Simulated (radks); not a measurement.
The numbers below are computed, except where a source is named.
Neutral promethium, 61 electrons, occupied as [Xe] 4f5 6s2.

Code: a radial shooting solver on a logarithmic mesh with Libxc functionals. Model: non-relativistic Kohn-Sham, PBE, spin-polarised, spherical densities, point nucleus; open shells are filled with parallel spins first (spin-orbit coupling, left out, can overturn this in heavy ions); relativity is left out, which matters for an element this heavy.

Energy parts (eV):
total: -262803.22
kinetic: 262720.91
electron-nucleus: -623136.92
Hartree: 103616.82
exchange-correlation: -6004.03

Orbitals (lengths in bohr, moments of r in powers of bohr; r(max) is where P^2 peaks):
orbital  occ.  eigenvalue (eV)      <r^2>   r(max)      <r^4>
1s up       1        -42569.27  0.0008276  0.01649  1.729e-06
1s down     1        -42569.27  0.0008276  0.01649  1.729e-06
2s up       1        -6697.422    0.01324  0.09053  0.0002956
2s down     1        -6697.386    0.01324  0.09053  0.0002956
2p up       3        -6353.966   0.009866  0.07055  0.0001894
2p down     3        -6353.947   0.009866  0.07055  0.0001894
3s up       1        -1455.380    0.08687   0.2535    0.01132
3s down     1        -1453.545    0.08674   0.2534    0.01128
3p up       3        -1304.597    0.08173   0.2406    0.01047
3p down     3        -1302.919    0.08159   0.2405    0.01043
3d up       5        -1023.695    0.06606   0.1930   0.007764
3d down     5        -1022.476    0.06591   0.1929   0.007725
4s up       1        -285.7816     0.4420   0.5823     0.2838
4s down     1        -281.8136     0.4418   0.5821     0.2838
4p up       3        -228.2236     0.4700   0.5900     0.3302
4p down     3        -224.2518     0.4700   0.5897     0.3305
4d up       5        -126.5030     0.5486   0.6030     0.4901
4d down     5        -122.5337     0.5498   0.6027     0.4942
5s up       1         -38.0332      2.599    1.362      10.04
5s down     1         -36.0425      2.681    1.377      10.74
5p up       3         -22.7790      3.358    1.493      17.65
5p down     3         -21.2243      3.505    1.516      19.38
4f up       5          -6.4523      1.254   0.6224      4.877
6s up       1          -3.4104      23.72    3.937      878.4
6s down     1          -3.2589      24.89    4.045      967.1
4f down     0          -2.9878      1.524   0.6248      9.425

The highest occupied level is 6s down at -3.259 eV. For comparison, the ionisation energy in NIST's Atomic Spectra Database is 5.582 eV (measured). In exact Kohn-Sham theory the highest level is minus the ionisation energy, but local and semilocal functionals leave it too shallow, through self-interaction and a potential that decays too fast; potentials with the right tail come closer. Virial ratio -V/T = 2.00031.
